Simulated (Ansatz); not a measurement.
```yaml
crystal:
  periodic: [false, false, false]
  atoms:
    - {symbol: C, position_ang: [0.331946, -1.008327, 0.006872]}
    - {symbol: O, position_ang: [-0.205213, -0.413980, -0.014275]}
    - {symbol: Ta, position_ang: [-0.289980, 0.746628, -0.008345]}
    - {symbol: F, position_ang: [-1.655640, 0.884478, -0.071078]}
    - {symbol: F, position_ang: [-0.254494, 1.463397, -1.170388]}
    - {symbol: F, position_ang: [-0.349841, 1.237691, 1.162044]}
    - {symbol: F, position_ang: [0.837631, 1.010741, 0.055434]}
    - {symbol: H, position_ang: [0.949019, -0.920823, 0.037409]}
    - {symbol: H, position_ang: [0.200254, -1.375433, 0.532528]}
    - {symbol: H, position_ang: [0.291336, -1.593638, -0.624305]}
basis:
  gaussian: {orbitals: def2-SVP}
hamiltonian: {xc: {name: rPW86-PBE}, pseudopotentials: {relativity: none}}
accuracy: high
output: {forces: true}
```

```sh
$ ansatz run in.yaml --threads 4 --pin off --events-out ev --progress --plain --max-ram 11315MiB
```

Shortened log:

```
Functional definition: rPW86-PBE
2972 factors; integrals over basis functions are off by at most 3.6e-9 eV
mean field evaluation 1: about -15357.4334 eV, gradient 1.6e2 eV
mean field evaluation 2: about -15103.3151 eV, gradient 3.8e2 eV
mean field evaluation 4: about -15391.0805 eV, gradient 6.8e1 eV
mean field evaluation 8: about -15400.0702 eV, gradient 1.1e0 eV
mean field evaluation 16: about -15400.0533 eV, gradient 2.3e-3 eV
mean field -15400.05331783 eV, -565.9415208993 hartree, gradient 7.8e-8 eV, S^2 0.000000; 1 other end points of the search recorded, 0 dependent functions left out
reference -15400.05332939 eV, -565.9415213241 hartree; 33, 33 occupied and 98, 98 virtual orbitals, 2972 factors
Total energy: -15400.05332939 eV, -565.9415213241 hartree
Atom 0 at     0.331946    -1.008327     0.006872 Å, force    55.327150  -106.173845   -32.967490 eV/Å
Atom 1 at    -0.205213    -0.413980    -0.014275 Å, force  -110.159536   -23.279611    -6.832342 eV/Å
Atom 2 at    -0.289980     0.746628    -0.008345 Å, force  -100.738438    37.458366   -43.846137 eV/Å
Atom 3 at    -1.655640     0.884478    -0.071078 Å, force   -74.996073    10.187793    -3.490738 eV/Å
Atom 4 at    -0.254494     1.463397    -1.170388 Å, force     0.625582    41.068235   -68.085430 eV/Å
Atom 5 at    -0.349841     1.237691     1.162044 Å, force    -7.684391    43.472691   106.496748 eV/Å
Atom 6 at     0.837631     1.010741     0.055434 Å, force   167.993655    41.612248     8.832505 eV/Å
Atom 7 at     0.949019    -0.920823     0.037409 Å, force    76.466340     9.940515     3.779376 eV/Å
Atom 8 at     0.200254    -1.375433     0.532528 Å, force    -7.704699   -40.104661    49.848499 eV/Å
Atom 9 at     0.291336    -1.593638    -0.624305 Å, force     0.870410   -14.181731   -13.734991 eV/Å
Dipole moment:    -0.440912    -0.391684     0.006395 e Å
```

(1) What is wrong with this run?

Answers

(1) The geometry is squeezed to about two thirds of its size. Self-consistency was reached. The result belongs to that input, not to the molecule as meant.
